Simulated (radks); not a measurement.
The fluorine anion F-, [Ne], held by a Watson sphere: a shell of charge +1 at radius R that stands for the Madelung well of a crystal (potential energy -1/R inside, -1/r outside, in hartree with lengths in bohr). All-electron calculation, non-relativistic Kohn-Sham, PBEsol, spin-polarised, spherical densities, point nucleus. Program: a radial shooting solver on a logarithmic mesh with Libxc functionals. Response by self-consistent Sternheimer equations with the Hartree and adiabatic LDA kernel. The sphere does not respond.

R (bohr)	e(1s) (eV)	e(2s) (eV)	e(2p) (eV)	<r> 2p (bohr)	sum of <r^2> (bohr^2)	X-ray form factor at sin(theta)/lambda = 0.3 1/angstrom	alpha (bohr^3)
1.81	-656.10	-27.923	-9.627	1.204	14.53	5.123	7.022
1.97	-655.87	-27.366	-9.138	1.217	14.89	5.100	7.692
2.43	-655.07	-25.993	-7.870	1.249	15.78	5.062	9.759
3.25	-653.66	-24.189	-6.113	1.285	16.92	5.044	13.70
3.36	-653.49	-23.994	-5.919	1.288	17.04	5.043	14.24
3.91	-652.72	-23.144	-5.069	1.301	17.55	5.041	16.88
